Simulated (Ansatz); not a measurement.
Ideal-gas functions of CH2O2Se (`OC(O)=[Se]`) at 800 K and 1 bar, from an Ansatz frequency run at PBE0-D4/def2-TZVP.

Molar mass 124.98 g/mol, point group C2v (symmetry number 2), electronic degeneracy 1, moments of inertia 43.629, 163.227, 206.856 u Å². Harmonic wavenumbers (cm⁻¹, unscaled): 350, 425, 583, 624, 655, 729, 1154, 1189, 1459, 1478, 3796, 3804.

Use S(trans) = R[1.5 ln M + 2.5 ln T − 1.1517]; rotational temperatures θ = 24.2544 K / I; S(rot) = R[ln(√π/σ · √(T³/θAθBθC)) + 1.5]; for each mode x = 1.438777 ν̃/T, S = R[x/(eˣ − 1) − ln(1 − e⁻ˣ)] and H = RT x/(eˣ − 1); 1 cm⁻¹ = 0.0119627 kJ/mol; R = 8.31446 J/(mol·K).

**Question.** By hand: the entropy, in J/(mol·K).

**Answer.** Translation 189.6. Rotation: θ = 0.5559, 0.1486, 0.1173 K, giving 114.1. Vibration, mode by mode: 12.30, 10.75, 8.29, 7.78, 7.42, 6.63, 3.59, 3.42, 2.33, 2.27, 0.07, 0.07, in all 64.9. Electronic 0.0. Sum 368.6 J/(mol·K).

**Question.** By hand: H − E and G − E in kJ/mol, counted from the electronic energy.

**Answer.** Zero-point energy ½ × 16246 × 0.0119627 = 97.2; thermal vibration 30.0; translation, rotation and pV give 4 RT = 26.6. H − E = 153.8 kJ/mol, and G − E = 153.8 − 800 × 368.6/1000 = -141.1 kJ/mol.

Vibration gives 18 % of the entropy. The sum counts one conformer and one mirror image; others add a mixing term.
